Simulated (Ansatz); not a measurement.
`C1=C[Se]1` → `C#C[SeH]`  (isomerisation)

Isolated molecules relaxed with PBE0-D4/def2-TZVP in Ansatz; ΔE leaves out vibrations. CBS: MP2 limit from def2 TZ/QZ plus the TZ coupled-cluster correction, frozen cores. DFT in def2-TZVPP. B3LYP here is the variant with VWN-RPA as its local correlation; programs differ in this. HSE06 is defined as in plane-wave codes. For Se outer-core shells are correlated without core-valence functions, which leaves a few kJ/mol of doubt a bond. Scalar relativity is left out up to krypton. One conformer a species, not always the lowest.

| level | ΔE (kcal/mol) | difference from CCSD(T)/CBS |
| --- | --- | --- |
| LDA (SPW92) | -5.7 | 3.6 |
| revPBE-D4 | -6.3 | 3.0 |
| BLYP-D4 | -9.5 | -0.2 |
| r2SCAN-D4 | -8.4 | 0.9 |
| B97M-V | -9.1 | 0.2 |
| PBE0-D4 | -7.0 | 2.3 |
| r2SCANh-D4 | -8.3 | 1.0 |
| r2SCAN0-D4 | -8.2 | 1.1 |
| HSE06-D4 | -7.0 | 2.3 |
| BHLYP-D4 | -11.0 | -1.7 |
| ωB97X-V | -8.8 | 0.5 |
| ωB97M-V | -8.8 | 0.5 |
| B2PLYP | -10.5 | -1.2 |
| PBE-QIDH | -8.6 | 0.7 |
| PBE | -6.6 | 2.7 |
| revPBE | -7.0 | 2.3 |
| BLYP | -9.9 | -0.6 |
| PBE0 | -7.1 | 2.2 |
| B3LYP | -10.0 | -0.7 |
| r2SCANh | -8.3 | 1.0 |
| r2SCAN0 | -8.2 | 1.1 |
| HSE06 | -7.0 | 2.3 |
| BHLYP | -11.1 | -1.8 |
| CAM-B3LYP | -10.6 | -1.3 |
| LC-ωPBE | -8.4 | 0.9 |
| RPA@PBE/def2-TZVPP | -9.3 | 0.0 |
| HF/def2-SVP | -16.5 | -7.2 |
| MP2/def2-SVP | -12.0 | -2.7 |
| CCSD/def2-SVP | -13.4 | -4.1 |
| CCSD(T)/def2-SVP | -12.5 | -3.2 |
| HF/def2-TZVPP | -15.1 | -5.8 |
| MP2/def2-TZVPP | -10.0 | -0.7 |
| SCS-MP2/def2-TZVPP | -11.1 | -1.8 |
| CCSD/def2-TZVPP | -11.5 | -2.2 |
| CCSD(T)/def2-TZVPP | -10.5 | -1.2 |
| HF/def2-QZVPP | -14.8 | -5.5 |
| MP2/def2-QZVPP | -9.3 | 0.0 |
| SCS-MP2/def2-QZVPP | -10.5 | -1.2 |
| HF/CBS(def2) | -14.8 | -5.5 |
| MP2/CBS(def2) | -8.9 | 0.4 |
| CCSD(T)/CBS | -9.3 | 0 |

Largest T1 diagnostic among the species: 0.011.

At CCSD(T), def2-SVP lies −3.2 kcal/mol from the extrapolated value and def2-TZVPP −1.2 kcal/mol. In def2-TZVPP, CCSD(T) changes the Hartree–Fock value by +4.6 kcal/mol (the triples alone add +1.1 kcal/mol) and MP2 by +5.0 kcal/mol. From BLYP to BHLYP (50 % exact exchange), in def2-TZVPP and without D4, ΔE moves by −1.2 kcal/mol.
